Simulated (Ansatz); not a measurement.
Reactions of C3H6STe (`C[Te]C(C)=S`).

Program: Ansatz. Geometries: PBE0-D4/def2-TZVP. ΔE: electronic, gas phase. CCSD(T)/CBS adds triple-zeta CCSD(T) − MP2 to the extrapolated MP2 energy (def2 sets, frozen cores). This one scheme is used for every species. DFT in def2-TZVPP. def2 core potentials past Kr. For Te outer-core shells are correlated without core-valence functions, which leaves a few kJ/mol of doubt a bond. Each species was taken in one conformer, which may not be the lowest.

```csv
reaction,ωB97X-V (kJ/mol),B2PLYP (kJ/mol),CCSD/CBS(def2) (kJ/mol),CCSD(T)/CBS(def2) (kJ/mol)
`C[Te]C(C)=S` + `CC[NH][AlH2]` → `CC[Te]C` + `CC(=S)[NH][AlH2]`,-57,-46,-52,-46
`C[Te]C(C)=S` + `[AlH2][SiH3]` → `C[Te][AlH][SiH3]` + `CC=S`,-130,-124,-133,-126
`C[Te]C(C)=S` + `BF` → `C[Te]BF` + `CC=S`,-61,-54,-58,-51
`C[Te]C(C)=S` + `[NH2][AlH][SiH3]` → `C[Te][AlH][SiH3]` + `CC(N)=S`,-57,-41,-44,-37
```

Largest T1 diagnostic: 0.017, for `CC(=S)[NH][AlH2]`.
